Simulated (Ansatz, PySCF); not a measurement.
Energy difference R1 + R2 → P1, each structure at its B3LYP-D3(BJ)/def2-TZVP stationary point, reached from a drawn start (curvature not checked).
P1: Cl4Ge (SMILES [Cl][Ge]([Cl])([Cl])[Cl]), charge 0, multiplicity 1.
R1: Cl2Ge (SMILES [Cl][Ge][Cl]), charge 0, multiplicity 1.
R2: Cl2 (SMILES ClCl), charge 0, multiplicity 1.

P less R. No zero-point or thermal terms; no spin–orbit coupling.

Cores are frozen in the correlated methods. In cc and def2 sets filled d and f shells under p-block atoms count as core.

Codes used: Ansatz (Gaussian orbitals); PySCF for the D3/D4 terms. All values are computed, each at the level named.

PBE/def2-TZVPP gives -3.173 eV for the reaction energy.

### Question
Predict the shift from PBE, with its sign, for: PBE-D3(BJ)/def2-TZVPP, r2SCAN/def2-TZVPP, PBE0/def2-TZVPP, wB97M-V/def2-TZVPP, B2PLYP/def2-TZVPP, MP2/def2-QZVPP, CCSD(T)/def2-QZVPP.

### Answer
PBE-D3(BJ)/def2-TZVPP -0.105; r2SCAN/def2-TZVPP -0.511; PBE0/def2-TZVPP -0.357; wB97M-V/def2-TZVPP -0.373; B2PLYP/def2-TZVPP -0.309; MP2/def2-QZVPP -0.867; CCSD(T)/def2-QZVPP -0.591 eV. 0 of 7 lie above PBE; the widest gap is to MP2/def2-QZVPP.

Ansatz is a quantum-chemistry and plane-wave program.
